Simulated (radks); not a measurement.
Values are calculated unless marked as measured or tabulated.
Charge is removed step by step from the 6s up level of Gd+, starting from [Xe] 4f7 5d1 6s(up 1, down 0). Code: a radial shooting solver on a logarithmic mesh with Libxc functionals. Model: scalar-relativistic Kohn-Sham, PBE, spin-polarised, spherical densities, point nucleus; open shells are filled with parallel spins first (spin-orbit coupling, left out, can overturn this in heavy ions).

[
 {"removed (e)": "0", "E - E(0) (eV)": "0.000", "eigenvalue (eV)": "-9.797", "E minus straight line (eV)": "0.000"},
 {"removed (e)": "0.1", "E - E(0) (eV)": "1.006", "eigenvalue (eV)": "-10.337", "E minus straight line (eV)": "-0.249"},
 {"removed (e)": "0.2", "E - E(0) (eV)": "2.067", "eigenvalue (eV)": "-10.880", "E minus straight line (eV)": "-0.443"},
 {"removed (e)": "0.3", "E - E(0) (eV)": "3.182", "eigenvalue (eV)": "-11.426", "E minus straight line (eV)": "-0.583"},
 {"removed (e)": "0.4", "E - E(0) (eV)": "4.352", "eigenvalue (eV)": "-11.977", "E minus straight line (eV)": "-0.669"},
 {"removed (e)": "0.5", "E - E(0) (eV)": "5.577", "eigenvalue (eV)": "-12.532", "E minus straight line (eV)": "-0.699"},
 {"removed (e)": "0.6", "E - E(0) (eV)": "6.858", "eigenvalue (eV)": "-13.092", "E minus straight line (eV)": "-0.673"},
 {"removed (e)": "0.7", "E - E(0) (eV)": "8.195", "eigenvalue (eV)": "-13.659", "E minus straight line (eV)": "-0.591"},
 {"removed (e)": "0.8", "E - E(0) (eV)": "9.589", "eigenvalue (eV)": "-14.232", "E minus straight line (eV)": "-0.452"},
 {"removed (e)": "0.9", "E - E(0) (eV)": "11.041", "eigenvalue (eV)": "-14.812", "E minus straight line (eV)": "-0.255"},
 {"removed (e)": "1", "E - E(0) (eV)": "12.551", "eigenvalue (eV)": "-15.397", "E minus straight line (eV)": "0.000"}
]

Removing the whole electron costs 12.551 eV by Delta-SCF, against 9.797 eV from minus the eigenvalue at the starting occupation. Slater's transition state (half an electron removed) gives 12.532 eV. Integrating minus the eigenvalue over the occupation (Janak's theorem) gives 12.554 eV. In this scalar-relativistic scheme the density is built from large components alone, so the theorem holds only approximately. The mean slope of the eigenvalue, de/dn, is 5.60 eV per electron. Ionisation energy of Gd+ in the NIST Atomic Spectra Database: 12.08 eV (semi-empirical).
